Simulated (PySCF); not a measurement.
A side-by-side comparison of computed properties.

First species: C₉H₁₄O.
SMILES: `C(C)O/C=C\[C@@H]1CC21CC2`

Second species: Si(OMe)Me3, C4H12OSi.
InChI=1S/C4H12OSi/c1-5-6(2,3)4/h1-4H3

Levels: CAM-B3LYP/def2-SVPD for HOMO energy, LUMO energy, HOMO–LUMO gap and static isotropic polarisability; TDDFT CAM-B3LYP/def2-SVPD for lowest singlet excitation; TDA CAM-B3LYP/def2-SVPD for lowest triplet excitation (Tamm–Dancoff). Geometries: PBE0-D3(BJ)/def2-SVP. All species are isolated and taken at one optimised geometry, non-relativistic unless stated; the electronic structure was computed with PySCF and density fitting.

The conformers computed, where there is a choice (atom-mapped SMILES and torsion angles):
- `[CH3:1][CH2:2][O:3]/[CH:4]=[CH:5]\[C@@H:6]1[CH2:7][C:8]12[CH2:9][CH2:10]2`: C1–C2–O3–C4 169°, C2–O3–C4–C5 8°, C4–C5–C6–C7 -136°

```tsv
property	column X	column Y
HOMO energy	-9.03 eV	-7.30 eV
LUMO energy	1.09 eV	1.31 eV
HOMO–LUMO gap	10.12 eV	8.61 eV
lowest singlet excitation	7.30 eV	5.89 eV
lowest triplet excitation (Tamm–Dancoff)	7.15 eV	4.16 eV
static isotropic polarisability	78.7 au	112.7 au
```

Problem. Which column belongs to which species?

Solution. Column X is the second species and column Y the first. The first has 24 atoms and 76 electrons, the second 18 and 58.

Problem. How does each property change from the first species to the second?

Solution. HOMO energy -1.73 eV; LUMO energy -0.22 eV; HOMO–LUMO gap +1.51 eV; lowest singlet excitation +1.41 eV; lowest triplet excitation (Tamm–Dancoff) +2.99 eV; static isotropic polarisability -34.0 au.

On the first: The vertical singlet–triplet gap S1 − T1 is 1.73 eV (TDDFT singlet less Tamm–Dancoff triplet). The principal polarisabilities are 93.1, 102.1 and 142.8 au; their mean is the isotropic value.

On the second: The polarisability is 11.66 Å³ as a volume (1 au = 0.148185 Å³), or 1.36 au for each of the 58 electrons. The principal polarisabilities are 75.4, 77.9 and 82.7 au; their mean is the isotropic value.
